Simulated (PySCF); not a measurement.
# Electronic absorption of isopropylcyclobutane

Compound: isopropylcyclobutane, C7H14.
Z-matrix (Å and degrees, PBE0-D3(BJ)/def2-SVP geometry), rows numbered from 1:
```
C 
C   1  1.5238
C   2  1.5240  1  111.62
C   2  1.5203  1  111.08  3   124.51
C   4  1.5438  2  119.44  1   170.68
C   5  1.5398  4   88.57  2  -141.88
C   6  1.5398  5   88.48  4    18.69
H   1  1.1031  2  110.74  3   -61.82
H   1  1.1011  2  111.54  3   178.39
H   1  1.1013  2  111.46  3    57.91
H   2  1.1075  1  108.01  3  -118.58
H   3  1.1011  2  111.53  1  -177.86
H   3  1.1013  2  111.46  1   -57.39
H   3  1.1031  2  110.74  1    62.34
H   4  1.1059  2  109.02  1   -62.42
H   5  1.1006  4  118.36  2    96.44
H   5  1.1029  4  110.67  2   -29.44
H   6  1.1010  5  111.55  4   -93.93
H   6  1.1004  5  117.96  4   139.81
H   7  1.1029  4  110.69  2    29.38
H   7  1.1006  4  118.35  2   -96.51
```

Computed with TDDFT CAM-B3LYP/def2-SVPD, vertical, gas phase, core orbitals frozen in the response (PySCF 2.14.0, density-fitted response routines).

**Question.** List the vertical singlet excitations with oscillator strengths and describe the spectrum.

**Answer.** 

```tsv
state	E (eV)	λ (nm)	ν̃ (cm⁻¹)	f	symmetry	main configurations (H = HOMO, L = LUMO)
S1	8.27	149.8	66740	0.021	A′	H→L (77%), H→L+1 (11%)
S2	8.41	147.4	67860	0.024	A″	H-1→L (71%), H-1→L+1 (12%)
S3	8.52	145.5	68720	0.0057	A′	H→L+2 (77%), H→L+1 (16%)
S4	8.60	144.2	69330	0.0019	–	H-2→L (47%), H→L+1 (18%), H-2→L+1 (8%)
S5	8.68	142.8	70020	0.0012	–	H-1→L+2 (68%), H-1→L+1 (24%)
S6	8.73	142.0	70400	0.0011	–	H→L+1 (44%), H-2→L (17%)
S7	8.81	140.7	71090	0.014	A″	H-1→L+1 (43%), H-1→L (16%), H-1→L+2 (16%)
S8	8.83	140.4	71240	0.0005	–	H→L+3 (81%)
S9	8.92	139.1	71910	0.0061	A′	H-2→L+1 (44%), H-3→L (30%), H-2→L (15%)
S10	8.98	138.1	72420	0.022	A′	H-1→L+3 (71%), H-2→L+2 (8%)
```

Triplets (Tamm–Dancoff): T1 8.13 eV, H→L (68%), H→L+1 (16%); T2 8.19 eV, H-1→L (63%), H-1→L+2 (13%), H-1→L+1 (10%); T3 8.34 eV, H→L+1 (24%), H-2→L (22%), H→L+2 (21%); T4 8.35 eV, H→L+2 (33%), H-2→L (31%), H-2→L+2 (14%).

The lowest singlet comes at 150 nm (798 kJ/mol) in the vacuum ultraviolet; it is weak; its leading configuration is HOMO→LUMO (77%). The most intense listed level is S2 at 8.41 eV (147 nm, f = 0.024), 0.14 eV above S1. Löwdin shares by element: HOMO carbon 62% or more (atoms not listed hold the other 38%); LUMO carbon 36% or more (atoms not listed hold the other 64%). Of the 10 states listed, 4 reach f = 0.01 and 1 stays under 0.0005. The listed states span 0.70 eV, and the widest gap between neighbours is 0.14 eV (S1 to S2). Weighted by f, the mean energy of these states is 8.62 eV. All these states lie below the vertical ionisation energy of 10.24 eV (ΔSCF). Symmetry labels in Cs follow from the direction of the transition dipole and are given only for states with f of 0.002 or more. The window holds the lowest 10 singlets.

One conformer stands for the species.
